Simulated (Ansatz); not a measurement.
The first iterations of a band of CH6BClSi2 (11 atoms, charge 0, multiplicity 1).

Method: UKS PBE-D4/6-31G* (Ansatz).

- movable images: 3
- climbing image: yes
- spring: 5.0 eV/Å²
- optimiser: quadratic models (default)
- start path: through a guess of the saddle point
- force threshold: 0.05 eV/Å
- iteration limit: 60
- end points: relaxed

Image 0:

```xyz
11
Properties=species:S:1:pos:R:3
Cl -1.232 2.076 -0.107
C 0.259 1.055 -0.462
Si 0.680 0.182 1.208
B -0.742 -1.198 0.734
Si -0.424 -0.598 -1.186
H 0.982 1.682 -1.000
H 0.688 1.068 2.420
H 2.030 -0.483 1.088
H -1.446 -1.975 1.314
H 0.732 -1.405 -1.726
H -1.461 -0.461 -2.262
```

Image 4:

```xyz
11
Properties=species:S:1:pos:R:3
Cl -0.633 2.791 -0.834
C 0.322 1.341 -0.418
Si 0.157 0.518 1.287
B 0.412 -1.388 0.903
Si -0.328 -0.454 -0.893
H 1.353 1.462 -0.782
H -1.160 0.987 1.863
H 1.456 -1.833 0.490
H -0.255 -2.073 1.640
H 0.517 -1.022 -1.985
H -1.777 -0.387 -1.251
```

| iteration | highest image above the first end (eV) | largest band force component (eV/Å) |
| --- | --- | --- |
| 1 | 1.857 | 2.466 |
| 2 | 0.903 | 1.848 |
| 3 | 0.269 | 1.379 |
| 4 | 0.064 | 0.599 |
| 5 | 0.063 | 0.457 |
| 6 | 0.071 | 0.445 |
| 7 | 0.075 | 0.201 |
| 8 | 0.078 | 0.191 |
| 9 | 0.082 | 0.096 |
| 10 | 0.085 | 0.096 |
| 11 | 0.087 | 0.217 |
| 12 | 0.092 | 0.113 |
| 13 | 0.090 | 0.244 |
| 14 | 0.088 | 0.135 |
| 15 | 0.084 | 0.177 |
| 16 | 0.085 | 0.306 |
| 17 | 0.089 | 0.368 |

**Question.** Does the band converge within its limit, and where does its top end?

**Answer.** The forces met the threshold. It ended after 53 iterations with the highest image 0.084 eV above the first end. Another band between the same ends (7 images) ends at a top of the same energy, where a vibrational analysis finds 1 clearly imaginary mode. So few images can step over the top or miss a turn of the path. The orbitals stay closed-shell, which can raise the energy where a bond breaks towards radicals; this wasn't checked here.

Run time: 6.1 min on 2 threads of Intel(R) Xeon(R) Platinum 8488C (Sapphire Rapids) (shared host), peak memory 0.21 GiB.
